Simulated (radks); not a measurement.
Charge is removed step by step from the 5p up level of I2+, starting from [Kr] 4d10 5s2 5p(up 3, down 0). Method: scalar-relativistic Kohn-Sham, PBE, spin-polarised, spherical densities, finite nucleus; Fermi nuclear charge, rms radius 4.75 fm; computed with a radial shooting solver on a logarithmic mesh with Libxc functionals.

[
 {"removed (e)": "0", "E - E(0) (eV)": "0.000", "eigenvalue (eV)": "-25.488", "E minus straight line (eV)": "0.000"},
 {"removed (e)": "0.1", "E - E(0) (eV)": "2.595", "eigenvalue (eV)": "-26.432", "E minus straight line (eV)": "-0.432"},
 {"removed (e)": "0.2", "E - E(0) (eV)": "5.285", "eigenvalue (eV)": "-27.381", "E minus straight line (eV)": "-0.769"},
 {"removed (e)": "0.3", "E - E(0) (eV)": "8.070", "eigenvalue (eV)": "-28.335", "E minus straight line (eV)": "-1.011"},
 {"removed (e)": "0.4", "E - E(0) (eV)": "10.951", "eigenvalue (eV)": "-29.294", "E minus straight line (eV)": "-1.157"},
 {"removed (e)": "0.5", "E - E(0) (eV)": "13.927", "eigenvalue (eV)": "-30.259", "E minus straight line (eV)": "-1.208"},
 {"removed (e)": "0.6", "E - E(0) (eV)": "17.001", "eigenvalue (eV)": "-31.228", "E minus straight line (eV)": "-1.161"},
 {"removed (e)": "0.7", "E - E(0) (eV)": "20.172", "eigenvalue (eV)": "-32.202", "E minus straight line (eV)": "-1.018"},
 {"removed (e)": "0.8", "E - E(0) (eV)": "23.440", "eigenvalue (eV)": "-33.180", "E minus straight line (eV)": "-0.777"},
 {"removed (e)": "0.9", "E - E(0) (eV)": "26.806", "eigenvalue (eV)": "-34.162", "E minus straight line (eV)": "-0.438"},
 {"removed (e)": "1", "E - E(0) (eV)": "30.270", "eigenvalue (eV)": "-35.149", "E minus straight line (eV)": "0.000"}
]

Removing the whole electron costs 30.270 eV by Delta-SCF, against 25.488 eV from minus the eigenvalue at the starting occupation. Slater's transition state (half an electron removed) gives 30.259 eV. Integrating minus the eigenvalue over the occupation (Janak's theorem) gives 30.279 eV. In this scalar-relativistic scheme the density is built from large components alone, so the theorem holds only approximately. The mean slope of the eigenvalue, de/dn, is 9.66 eV per electron. Ionisation energy of I2+ in the NIST Atomic Spectra Database: 29.57 eV (measured).
